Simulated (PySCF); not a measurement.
# Fine-structure interval of Ga⁴⁺ by level of theory

Ga⁴⁺ [Ar] 3d9 [3d3/2^4 3d5/2^5, M_J = 5/2] → Ga⁴⁺ [Ar] 3d9 [3d3/2^3 3d5/2^6, M_J = 3/2], as a difference of total energies. All numbers are calculated (PySCF 2.14, the two-component X2C-1e Hamiltonian, in x2c-TZVPPall-2c). Correlated levels: [Ne] frozen. "Screened" scales the spin-orbit matrix elements by Boettger's factors to mimic the two-electron term; Breit and QED terms are absent.

| method | fine-structure interval (cm⁻¹) |
| --- | --- |
| GHF (screened spin-orbit) | 3868.3 |
| GMP2 (screened spin-orbit) | 3786.6 |
| GHF (bare spin-orbit) | 5685.1 |
